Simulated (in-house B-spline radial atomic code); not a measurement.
**Xe: [Kr] 4d10 5s2 5p6**

Level of theory: non-relativistic wB97X, spin-polarised, spherical fractional occupations, point nucleus; calculated with a radial B-spline atomic code at the basis-set limit.

Screening seen three ways: the hydrogenic charge with the same mean radius, Z_r = [3n² - l(l+1)]/(2<r>), the one with the same energy, Z_e = n√(-2ε), and Slater's rules. Values are occupation-weighted means over spin.

| shell | electrons | ε (eV) | <r> (bohr) | Z_r | Z_e | Slater |
| --- | --- | --- | --- | --- | --- | --- |
| 1s | 2 | -32992 | 0.02814 | 53.30 | 49.24 | 53.70 |
| 2s | 2 | -5022.5 | 0.121 | 49.59 | 38.43 | 49.85 |
| 2p | 6 | -4724.5 | 0.103 | 48.53 | 37.27 | 49.85 |
| 3s | 2 | -1035.2 | 0.3201 | 42.18 | 26.17 | 42.75 |
| 3p | 6 | -908.94 | 0.3104 | 40.27 | 24.52 | 42.75 |
| 3d | 10 | -674.89 | 0.281 | 37.36 | 21.13 | 32.85 |
| 4s | 2 | -191.33 | 0.7463 | 32.16 | 15.00 | 26.25 |
| 4p | 6 | -146.13 | 0.7775 | 29.58 | 13.11 | 26.25 |
| 4d | 10 | -68.115 | 0.8704 | 24.13 | 8.95 | 14.85 |
| 5s | 2 | -23.124 | 1.969 | 19.05 | 6.52 | 8.25 |
| 5p | 6 | -11.894 | 2.325 | 15.70 | 4.67 | 8.25 |

The least bound orbital is 5p at -11.89 eV, and it is also the most diffuse (<r> = 2.325 bohr).
